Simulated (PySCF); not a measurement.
Compound: C5H15NOSi2.
SMILES with atom numbers: `[CH3:1][CH2:2][C@:3]1([O:4][CH3:5])[CH2:6][SiH2:7][NH:8][SiH2:9]1`

Structure used (GFN2-xTB), in Å, numbered top down from 1:
```
atom  x, y, z in Å
C1     2.4185   -0.9358    0.4579
C2     1.6648    0.3418    0.1155
C3     0.2098    0.1224   -0.3004
O4    -0.3450    1.3305   -0.8558
C5    -0.4016    2.4810   -0.0513
C6    -0.6720   -0.3914    0.8392
Si7   -2.3780   -0.7104    0.0721
N8    -1.7727   -1.3342   -1.4291
Si9   -0.1313   -0.9690   -1.8406
H10    3.4541   -0.7028    0.6990
H11    2.4085   -1.6270   -0.3800
H12    1.9760   -1.4294    1.3196
H13    2.1718    0.8472   -0.7118
H14    1.7002    1.0071    0.9853
H15    0.5966    2.8762    0.1694
H16   -0.9503    3.2220   -0.6323
H17   -0.9334    2.3083    0.8894
H18   -0.2575   -1.3275    1.2113
H19   -0.6805    0.3044    1.6798
H20   -3.1857    0.5035   -0.0836
H21   -3.1399   -1.7526    0.7669
H22   -2.3875   -1.7553   -2.1022
H23   -0.0017   -0.1642   -3.0501
H24    0.6250   -2.2253   -1.9273
```

Definitions: NICS(0) = −σiso at the ring centroid; NICS(1) = −σiso and NICS(1)zz = −σzz at ±1 Å along the ring normal z. Level: GIAO PBE0/pcSseg-1 (PySCF, non-relativistic, gas phase) on the GFN2-xTB geometry, one conformer.

Ring bond lengths (Å), with Mayer bond orders in brackets: C3–C6 1.530 (0.98), C6–Si7 1.897 (0.90), Si7–N8 1.735 (0.96), N8–Si9 1.731 (0.99), Si9–C3 1.918 (0.82).

What do the NICS probes read (ppm)?

```csv
ring,type,NICS(0),"NICS(1), two faces","NICS(1)zz, two faces",rms pucker (Å),"centre to ring atoms, mean (Å)"
C3–C6–Si7–N8–Si9,5-membered ring with N and 2 Si; formal bonds all single,-4.6,-2.6 / -3.2,-1.8 / -1.0,0.20,1.47
```

What can be read from them?

- C3–C6–Si7–N8–Si9: mean NICS(1)zz -1.4 ppm, near zero. C3, C6, Si7, Si9 have four or more neighbours; no verdict on aromaticity is drawn.

At the first NICS(1) probe listed for ring C3–C6–Si7–N8–Si9, 1 Å off the ring, how large is the induced field along the normal in 11.7 T applied along it?

NICSzz × B0 = -1.8 ppm × 11.7 T = -21 μT, against the applied field.

Give the inner angles of the rings and the Hirshfeld charges of the ring atoms.

- C3–C6–Si7–N8–Si9: C3 107.7° (+0.007 e), C6 105.9° (-0.172 e), Si7 95.5° (+0.361 e), N8 117.4° (-0.334 e), Si9 95.6° (+0.355 e); sum 522.2° against 540° for a flat convex ring.

Hardware: an Arm Neoverse V1 with one thread (shared host). Cost: 68 s of wall time, 1.1 GiB resident at most. This is the whole shielding run at PBE0/pcSseg-1, SCF included.
